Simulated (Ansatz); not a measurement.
C₂H₅AlBrN (`C[CH]1[NH][Al]1[Br]`), relaxed with RKS PBE0-D4/def2-TZVP in Ansatz from a PBE-D4/def2-SVP geometry. The force threshold is 0.005 eV/Å; the program also tests the step.

Charge 0, multiplicity 1.

Start:

```xyz
10

C    -1.232    0.517   -0.424
C    -0.014    0.321    0.456
N     0.511   -1.101    0.597
Al    1.788   -0.163   -0.129
Br    3.865   -0.317   -0.989
H    -1.445    1.596   -0.575
H    -1.115    0.044   -1.421
H    -2.140    0.072    0.049
H    -0.138    0.855    1.426
H    -0.081   -1.826    1.010
```

Question: By how much does the energy fall, and how many steps does the optimiser take? (Estimate.)

Answer: The calculation gave: 0.05 eV, in 6 steps.

Question: Which bonds change most? (Best estimate.)

Answer: Ansatz gave: C2–Al4 from 1.955 to 1.918 Å; N3–Al4 from 1.742 to 1.713 Å; Al4–Br5 from 2.254 to 2.233 Å; C2–H9 from 1.115 to 1.095 Å.

Question: Give the relaxed structure. (Best estimate.)

Answer: Ansatz gave: 
```xyz
10

C    -1.217    0.515   -0.423
C    -0.005    0.321    0.449
N     0.498   -1.103    0.595
Al    1.754   -0.185   -0.124
Br    3.813   -0.277   -0.983
H    -1.415    1.579   -0.583
H    -1.101    0.040   -1.400
H    -2.112    0.085    0.048
H    -0.126    0.834    1.409
H    -0.088   -1.807    1.012
```
